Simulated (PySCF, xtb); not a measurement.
C₃H₈FNSi, SMILES C(C(F)=C)[SiH2]N.

GFN2-xTB run with xtb at its own geometry gives an orbital gap of 4.83 eV and a dipole moment of 1.49 D.

Coordinates come from a B3LYP-D3(BJ)/def2-SVP optimisation. The structure was generated by enumeration, and PubChem lists no compound with its InChIKey, so it may never have been made. The values are those of a single conformer.

**Question.** What does PBE/def2-TZVP in PySCF give? (The exact figures need the calculation; the answer reports its results.)

**Answer.** gap 5.18 eV (levels -5.93 and -0.74 eV), dipole 0.51 D.
